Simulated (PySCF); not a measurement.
From one molecule to another.

First species: C5H7P.
InChI=1S/C5H7P/c1-4-6(3)5-2/h1,5H,2H2,3H3

Second species: C4H11NOSi.
Structure used (GFN2-xTB), in Å, numbered top down from 1:
```xyz
18
C4H11NOSi angstrom
C      2.7391    0.7053    0.9032
C      1.7585   -0.1307    0.6200
C      0.8778   -0.0368   -0.5912
N     -0.5213   -0.0898   -0.2311
C     -0.9469    1.0781    0.5028
Si    -1.6434   -1.0718   -1.0901
O     -3.0124   -1.2064   -0.2257
H      2.9785    1.5341    0.2564
H      3.3523    0.5944    1.7817
H      1.5247   -0.9566    1.2790
H      1.0896   -0.8846   -1.2479
H      1.1041    0.8863   -1.1453
H     -0.7750    1.9965   -0.0717
H     -2.0088    1.0043    0.7228
H     -0.3921    1.1586    1.4423
H     -0.9597   -2.3548   -1.2604
H     -2.1874   -0.5320   -2.3351
H     -2.9864   -1.5080    0.6785
```

Levels: PBE0/def2-SVPD for dipole moment, HOMO energy, LUMO energy, HOMO–LUMO gap, static isotropic polarisability and electronic spatial extent ⟨r²⟩ about the centre of nuclear charge; TDDFT PBE0/def2-SVPD for lowest singlet excitation; TDA PBE0/def2-SVPD for lowest triplet excitation (Tamm–Dancoff); GFN2-xTB for rotational constant A and rotational constant C. Geometries: GFN2-xTB. Each species is one conformer at its optimised geometry, gas phase, non-relativistic unless stated. Electronic properties by PySCF.

Dipoles, sizes and rotational constants follow the conformer. The torsions of the flexible species, by atom-mapped SMILES:
- `[CH:1]#[C:2][P:3]([CH3:4])[CH:5]=[CH2:6]`: C2–P3–C5–C6 22°
- `[CH2:1]=[CH:2][CH2:3][N:4]([CH3:5])[SiH2:6][OH:7]`: C1–C2–C3–N4 -129°, C2–C3–N4–C5 68°, C3–N4–Si6–O7 166°, H–O7–Si6–N4 -54°

```json
{"property": "dipole moment", "column X": "1.24 D", "column Y": "1.57 D"}
{"property": "HOMO energy", "column X": "-6.69 eV", "column Y": "-6.54 eV"}
{"property": "LUMO energy", "column X": "-0.29 eV", "column Y": "0.07 eV"}
{"property": "HOMO–LUMO gap", "column X": "6.40 eV", "column Y": "6.61 eV"}
{"property": "lowest singlet excitation", "column X": "5.23 eV", "column Y": "5.39 eV"}
{"property": "lowest triplet excitation (Tamm–Dancoff)", "column X": "4.06 eV", "column Y": "4.46 eV"}
{"property": "static isotropic polarisability", "column X": "84.5 au", "column Y": "87.0 au"}
{"property": "electronic spatial extent ⟨r²⟩ about the centre of nuclear charge", "column X": "739 bohr²", "column Y": "1261 bohr²"}
{"property": "rotational constant A", "column X": "3.248 GHz", "column Y": "5.398 GHz"}
{"property": "rotational constant C", "column X": "1.784 GHz", "column Y": "0.957 GHz"}
```

Which column belongs to which species?

Column X is the first species and column Y the second. The first has 13 atoms and 52 electrons, the second 18 and 64.

How does each property change from the first species to the second?

dipole moment +0.33 D; HOMO energy +0.15 eV; LUMO energy +0.36 eV; HOMO–LUMO gap +0.21 eV; lowest singlet excitation +0.16 eV; lowest triplet excitation (Tamm–Dancoff) +0.40 eV; static isotropic polarisability +2.5 au; electronic spatial extent ⟨r²⟩ about the centre of nuclear charge +522 bohr²; rotational constant A +2.150 GHz; rotational constant C -0.827 GHz.

On the first: The dipole equals about 4.1 × 10⁻³⁰ C·m (1 D = 3.33564 × 10⁻³⁰ C·m). The vertical singlet–triplet gap S1 − T1 is 1.17 eV (TDDFT singlet less Tamm–Dancoff triplet; S1: HOMO→LUMO+1, weight 0.49, beside HOMO→LUMO, weight 0.39; T1: HOMO→LUMO, weight 0.63).

On the second: S1 lies 1.22 eV below the HOMO–LUMO gap; its leading configuration is HOMO→LUMO, weight 0.97. The polarisability is 12.90 Å³ as a volume (1 au = 0.148185 Å³), or 1.36 au for each of the 64 electrons.
